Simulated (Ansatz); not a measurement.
Isolated molecules relaxed with PBE0-D4/def2-TZVP in Ansatz; ΔE leaves out vibrations. CBS: MP2 limit from def2 TZ/QZ plus the TZ coupled-cluster correction, frozen cores. This one scheme is used for every species. Functionals use def2-TZVPP. For Mg outer-core shells are correlated without core-valence functions, which leaves a few kJ/mol of doubt a bond. One conformer a species, not always the lowest.

Reaction (ligand exchange at a Mg–C bond): `C[CH2][Mg][F]` + CH₃OH → `C[O][Mg][F]` + `CC`

```json
{"level": "PBE", "ΔE (kJ/mol)": "-133.0"}
{"level": "PBE0", "ΔE (kJ/mol)": "-138.7"}
{"level": "CCSD(T)/def2-TZVPP", "ΔE (kJ/mol)": "-143.1"}
{"level": "CCSD/CBS(def2)", "ΔE (kJ/mol)": "-149.2"}
```

Q: What does CCSD(T)/CBS give? (Best estimate.)

A: The calculation gave: -145.8 kJ/mol. The listed levels differ from it by 12.8, 7.1, 2.7, -3.4 kJ/mol.

Largest T1 diagnostic among the species: 0.012.

Leaving LDA and LC-ωPBE aside and taking each functional with its dispersion term where it has one, the values, not all of them listed here, spread over 20.8 kJ/mol, from BHLYP-D4 to PBE-D4. From BLYP to BHLYP (50 % exact exchange), in def2-TZVPP and without D4, ΔE moves by −11.0 kJ/mol.
